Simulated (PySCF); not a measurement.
Al(Cl)3(NH3) (AlCl3H3N), SMILES [NH3]->[Al]([Cl])([Cl])[Cl] (connectivity only; charge and spin as stated), neutral, multiplicity 1.

The structure is a stationary point at B3LYP-D3(BJ)/def2-SVP. A frequency run showed that this geometry is not a minimum. The isomer is the one that the SMILES or the coordinates give; other isomers of the formula were not compared. The values are those of a single conformer.

Computed with PySCF with TDA-LC-ωPBE/def2-SVPD.

Vertical excitations; the highest root listed may be one member of a degenerate set. Isolated molecule, no solvent. State labels are in the subgroup Cs.

### Question
Estimate the UV-visible absorptions. (An estimate is asked for; the answer gives what the named calculation found.)

### Answer

```csv
state,symmetry,energy (eV),λ (nm),f,main pairs
S1,A",8.02,155,0.000,"HOMO→LUMO 66 %, HOMO→LUMO+1 12 %"
S2,A',8.38,148,0.062,HOMO−1→LUMO (degenerate set)
S3,A",8.38,148,0.062,HOMO−2→LUMO (degenerate set)
S4,A",8.67,143,0.136,"HOMO−4→LUMO, HOMO−4→LUMO+1 (degenerate set)"
S5,A',8.67,143,0.136,"HOMO−5→LUMO, HOMO−5→LUMO+1 (degenerate set)"
S6,A',8.69,143,0.323,HOMO−3→LUMO 71 %
S7,A",8.83,140,0.000,"HOMO→LUMO+1 45 %, HOMO→LUMO+6 28 %, HOMO→LUMO 19 %"
S8,A",9.32,133,0.018,"HOMO−2→LUMO+1, HOMO−2→LUMO+6, HOMO−2→LUMO (degenerate set)"
S9,A',9.32,133,0.018,"HOMO−1→LUMO+1, HOMO−1→LUMO+6, HOMO−1→LUMO (degenerate set)"
S10,A',9.45,131,0.008,"HOMO−3→LUMO+1 50 %, HOMO−3→LUMO+6 22 %, HOMO−3→LUMO 12 %"
T1,A",7.75,160,0,"HOMO→LUMO 53 %, HOMO→LUMO+1 17 %, HOMO→LUMO+6 12 %"
T2,A',8.03,154,0,"HOMO−1→LUMO, HOMO−1→LUMO+1, HOMO−1→LUMO+6 (degenerate set)"
T3,A",8.03,154,0,"HOMO−2→LUMO, HOMO−2→LUMO+1, HOMO−2→LUMO+6 (degenerate set)"
T4,A',8.21,151,0,"HOMO−3→LUMO 57 %, HOMO−3→LUMO+6 9 %"
```
Triplets are in the Tamm–Dancoff approximation.
